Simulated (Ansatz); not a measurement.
Coupled-cluster diagnostics for SbH2(iPr) (C₃H₉Sb), Ansatz.

Geometry of the singlet (r2SCAN-D4/def2-SVP):

```csv
atom,x (Å),y (Å),z (Å)
Sb1,-1.816,-1.022,0.363
H2,-1.133,-2.462,1.011
H3,-2.097,-0.415,1.949
C4,0.159,-0.018,0.203
C5,-0.037,1.484,0.031
C6,0.961,-0.634,-0.938
H7,0.664,-0.219,1.163
H8,-0.587,1.933,0.874
H9,-0.591,1.718,-0.894
H10,0.939,1.997,-0.038
H11,1.951,-0.150,-1.021
H12,1.132,-1.713,-0.794
H13,0.454,-0.499,-1.909
```

In the def2 sets Sb takes a core potential; there is no spin–orbit coupling. Correlated methods freeze 7 core orbitals; core or outer-core shells of Sb are correlated, in sets that lack core-valence functions.

Question: Estimate the CCSD(T) correlation energy, the shares of MP2 and (T), T1 and the reference's ⟨S²⟩ for: charge 0, singlet, own geometry in def2-TZVP; and the rough time on 4 threads of Intel Xeon on a shared host.

Answer: 
```tsv
state	basis	correlation (eV)	MP2 share (%)	(T) share (%)	T1	⟨S²⟩ (pure)	wall time
charge 0, singlet, own geometry	def2-TZVP	-25.706	92.3	3.4	0.012	0.00 (0.00)	2 min
```
Customary marks for T1 are 0.02 (closed shells), 0.045 (open shells) and about 0.05 (3d metals). T1 stays under 0.02 throughout.
